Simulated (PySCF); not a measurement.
Two species compared at the same levels of theory.

First species: C3H9F3OSi2.
Atom-mapped SMILES: `[OH:1][SiH2:2][CH2:3][SiH2:4][CH2:5][C:6]([F:7])([F:8])[F:9]` (hydrogens: H10 on O1; H11, H12 on Si2; H13, H14 on C3; H15, H16 on Si4; H17, H18 on C5)

Second species: C4H11NOSi2.
SMILES: `C=CCN[SiH2]C(=O)[SiH3]`

Levels: PBE0/pcSseg-1 for HOMO energy, LUMO energy and HOMO–LUMO gap. Geometries: GFN2-xTB. Each structure is a single optimised conformer of the isolated species, non-relativistic unless stated; the electronic structure was computed with PySCF and density fitting.

Dipoles, sizes and rotational constants follow the conformer. The torsions of the flexible species, by atom-mapped SMILES:
- `[CH2:1]=[CH:2][CH2:3][NH:4][SiH2:5][C:6](=[O:7])[SiH3:8]`: C1–C2–C3–N4 124°, C2–C3–N4–Si5 22°, C3–N4–Si5–C6 -179°, N4–Si5–C6–O7 -175°

The conformers of `O[SiH2]C[SiH2]CC(F)(F)F` aren't listed.

```csv
property,column X,column Y
HOMO energy,-8.65 eV,-6.30 eV
LUMO energy,0.32 eV,-1.64 eV
HOMO–LUMO gap,8.97 eV,4.66 eV
```

Problem. Which column belongs to which species?

Solution. Column X is the first species and column Y the second. The first has 18 atoms and 90 electrons, the second 19 and 78.

Problem. How does each property change from the first species to the second?

Solution. HOMO energy +2.35 eV; LUMO energy -1.96 eV; HOMO–LUMO gap -4.31 eV.

